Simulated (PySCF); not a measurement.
**What settings do to a single point of [Tl(OH)2]−**

The sound run of [Tl(OH)2]− (singlet) uses PySCF 2.14.0, RKS BP86, Tl def2-SVP with ECP60, O def2-SVP, H def2-SVP; non-relativistic Hamiltonian with scalar-relativistic core potentials where named; density fitting; no spin-orbit coupling, grid (50, 194), threshold 1e-8 Eh and 55 cycles, at the relaxed geometry:

```xyz
5

Tl    1.4321   -0.4176    0.0306
O    -0.0928    0.1460    1.6215
H    -0.8789    0.3358    1.0674
O    -0.0928   -0.0918   -1.6254
H    -0.8789    0.1767   -1.1049
```

There Tl1 has a Mulliken charge of -0.12 e and the dipole about the centre of mass is 1.85 D. Each run below changes one thing and starts from free metal ions and neutral atoms unless it says otherwise; with 55 cycles, smearing, a level shift and second-order steps follow where DIIS fails, and their cycles count. Energy shifts count from the sound run.

| change | outcome | cycles | energy shift (eV) | largest force component (eV/Å) | charge on Tl1 (e) | dipole about the centre of mass (D) |
| --- | --- | --- | --- | --- | --- | --- |
| all coordinates × 0.94 | converged | 13 | 0.39 | 2.83 | -0.15 | 0.80 |
| threshold 1e-06 | converged | 11 | 0.0000 | 0.02 | -0.12 | 1.86 |

One further run converged with energy shift (eV) 0.0033, largest force component (eV/Å) 0.09, charge on Tl1 (e) -0.12, dipole about the centre of mass (D) 1.85. Which change was it?
A. grid (40, 110)
B. spin (2S) set to 1, limit 86 cycles
C. charge changed by +4, spin kept, limit 72 cycles

A.

And the other changes listed?


| change | outcome | cycles | energy shift (eV) | largest force component (eV/Å) | charge on Tl1 (e) | dipole about the centre of mass (D) |
| --- | --- | --- | --- | --- | --- | --- |
| spin (2S) set to 1, limit 86 cycles | refused | – | – | – | – | – |
| charge changed by +4, spin kept, limit 72 cycles | not converged | 72 | – | – | – | – |

Forces carry noise of the integration grid, about 0.01 to 0.03 eV/Å.
